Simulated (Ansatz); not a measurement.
SnCl₃, SMILES [Cl][Sn-]([Cl])[Cl], charge -1.

The structure is a stationary point at r2SCAN-D4/def2-SVPD. The isomer is the one that the SMILES or the coordinates give; other isomers of the formula were not compared. The def2 effective core potentials stand for the cores of Sn; spin–orbit coupling is left out.

Two levels are set side by side: PBE/def2-SVPD (Ansatz, an electronic-structure program) and CAM-B3LYP/def2-SVPD (Ansatz). Energy differences of separate SCF runs at the same geometry; the states with an electron removed or added have multiplicity 2. Differences are taken from unrounded values.

| quantity | CAM-B3LYP |
|---|---|
| vertical ionisation energy (eV) | 4.95 |
| vertical singlet–triplet gap (eV) | 4.35 |

**Question.** What does PBE give, and how far is it from CAM-B3LYP? (Estimate from the structure and the level; the computed values follow.)

**Answer.** 
```
quantity                            PBE  PBE minus CAM-B3LYP
---------------------------------  ----  -------------------
vertical ionisation energy (eV)    4.54                -0.41
vertical singlet–triplet gap (eV)  4.07                -0.28
```
